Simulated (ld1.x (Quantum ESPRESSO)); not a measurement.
An all-electron radial function and its pseudo partner (Mo (Z = 42))

Columns: radius, all-electron u(r) and pseudo u(r) of the 4s shell (level -96.38 eV) of molybdenum in the configuration [Ar] 3d10 4s2 4p6 4d3 5s0 5p0; LDA (PZ), scalar-relativistic, TM scheme, ld1.x (Quantum ESPRESSO) 7.5.

```csv
r (bohr),all-electron,pseudo
0.100,-0.3900,-0.1029
0.200,0.1485,-0.2083
0.300,0.5919,-0.3188
0.400,0.4714,-0.4363
0.500,0.0615,-0.5616
0.600,-0.3834,-0.6922
0.700,-0.7388,-0.8211
0.800,-0.9700,-0.9358
0.900,-1.0856,-1.0199
1.000,-1.1112,-1.0591
1.100,-1.0737,-1.0465
1.200,-0.9973,-0.9880
1.300,-0.9001,-0.8984
1.400,-0.7949,-0.7948
1.500,-0.6904,-0.6904
1.600,-0.5917,-0.5917
1.700,-0.5017,-0.5017
1.800,-0.4216,-0.4216
1.900,-0.3517,-0.3517
2.000,-0.2916,-0.2916
2.100,-0.2404,-0.2404
2.200,-0.1972,-0.1972
2.300,-0.1612,-0.1612
2.400,-0.1312,-0.1312
2.500,-0.1065,-0.1065
2.600,-0.0862,-0.0862
```

(1) How many radial nodes do the two functions have?

(2) At about which radius was the pseudo-wave matched?

(3) Is the pseudo-wave norm-conserving?

Answers

(1) The all-electron 4s function has n − l − 1 = 3 (the table is too coarse to show those close to the nucleus); the pseudo-wave has 0, since the states of the same l below it are removed with the core.

(2) 1.50 bohr, where the columns begin to agree (steps of 0.10 bohr).

(3) Yes: the TM scheme keeps the norm inside the radius equal to the all-electron one, which fixes the energy derivative of the logarithmic derivative at the level.
